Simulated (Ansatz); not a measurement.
A series at Sn: from `[SH][SnH3]`, ligands are replaced one by one, each step taking up HCl and setting free H₂; n counts the steps. Ansatz, PBE0-D4/def2-TZVP geometries. Each molecule was computed in one conformer, which needn't be the lowest.

CBS adds triple-zeta CCSD(T) − MP2 to the MP2 limit, frozen cores; atoms without spin–orbit coupling. Elements past krypton have def2 core potentials. Outer-core shells of Sn are correlated without core-valence functions. Spin–orbit coupling is left out.

| n | molecule | atomization energy, CCSD(T)/CBS (kJ/mol) |
| --- | --- | --- |
| 0 | `[SH][SnH3]` | 1457.5 |
| 1 | `[SH][SnH2][Cl]` | 1526.6 |
| 2 | `[SH][SnH]([Cl])[Cl]` | ? |
| 3 | `[SH][Sn]([Cl])([Cl])[Cl]` | 1643.8 |

Problem. By hand: fit a straight line y = ȳ + b (n − n̄) to the 3 given rows and predict n = 2.

Solution. n̄ = 1.333, ȳ = 1542.63; Σ(n − n̄)(y − ȳ) = 287.47, Σ(n − n̄)² = 4.667, so b = 61.60 kJ/mol a step. Prediction: 1542.63 + (61.60) × (0.667) = 1583.7 kJ/mol.

Problem. By hand: compare with the computed value, 1587.5 kJ/mol, and give the steps along the whole series.

Solution. The line misses by 3.8 kJ/mol (computed minus predicted). Steps: 69.1, 60.9, 56.3 kJ/mol.

The steps shrink at each stage, from 69.1 to 56.3 kJ/mol, so the series is curved. The miss is 2.0 % of the series' range. The energies themselves are unsure by some kJ/mol a bond, though much of that is common to the series.
